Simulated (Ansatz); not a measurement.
Geometry optimisation, RHF/6-31G* (Ansatz 0.2.0).

input.yaml

```yaml
crystal:
  periodic: [false, false, false]
  atoms:
    - { symbol: B, position_ang: [-0.011285, -0.481667, -0.223108] }
    - { symbol: F, position_ang: [-0.053813, -1.035963, 0.98382] }
    - { symbol: O, position_ang: [1.155828, -0.407154, -0.88448] }
    - { symbol: H, position_ang: [1.880551, -0.753335, -0.384749] }
    - { symbol: O, position_ang: [-1.142963, -0.023083, -0.788619] }
    - { symbol: H, position_ang: [-1.903715, -0.164155, -0.243759] }
    - { symbol: Si, position_ang: [0.077809, 2.405236, 1.075371] }
    - { symbol: H, position_ang: [0.725305, 3.286207, 2.06885] }
    - { symbol: H, position_ang: [0.7228, 2.590044, -0.232453] }
    - { symbol: H, position_ang: [-1.353855, 2.751272, 0.988758] }
    - { symbol: H, position_ang: [0.212737, 1.016898, 1.521368] }
basis:
  gaussian: { orbitals: "6-31G*" }
hamiltonian:
  xc: hf
relax:
  f_tol: 0.03
  max_steps: 50
```

Command:

```bash
$ ansatz run input.yaml --threads 1 --pin off --max-ram 2048MiB --backend cpu --events-out ev --progress --plain --runs-dir out
```

Problem. Where does it end, and by what steps?

Solution. The forces met the threshold. The force dipped under the threshold on the way, but the program's further checks kept it going. After 29 steps the energy has fallen by 0.305 eV; F2 moved furthest, 1.71 Å.

| step | energy less start (eV) | largest force component (eV/Å) | accepted |
| --- | --- | --- | --- |
| 0 | 0.0000 | 0.607 | yes |
| 2 | -0.2347 | 0.421 | yes |
| 4 | -0.2806 | 0.371 | yes |
| 6 | -0.2890 | 0.116 | yes |
| 8 | -0.2937 | 0.121 | yes |
| 10 | -0.2963 | 0.134 | yes |
| 12 | -0.2989 | 0.163 | yes |
| 14 | -0.3010 | 0.083 | yes |
| 16 | -0.3022 | 0.123 | yes |
| 18 | -0.3032 | 0.045 | yes |
| 20 | -0.3038 | 0.060 | yes |
| 22 | -0.3043 | 0.043 | yes |
| 24 | -0.3045 | 0.049 | yes |
| 26 | -0.3048 | 0.014 | yes |
| 28 | -0.3048 | 0.072 | yes |
| 29 | -0.3049 | 0.030 | yes |

```xyz
11
Properties=species:S:1:pos:R:3
B 0.024 -1.070 -0.445
F -0.523 -2.244 -0.128
O 1.318 -1.005 -0.799
H 1.753 -1.845 -0.787
O -0.725 0.048 -0.409
H -1.620 -0.108 -0.143
Si 0.019 3.074 1.310
H 0.223 4.312 2.091
H 0.589 3.252 -0.035
H -1.431 2.812 1.218
H 0.681 1.957 2.008
```

Run time: 61 s on 1 thread of Arm Neoverse V1, on a shared host, peak memory 0.17 GiB.
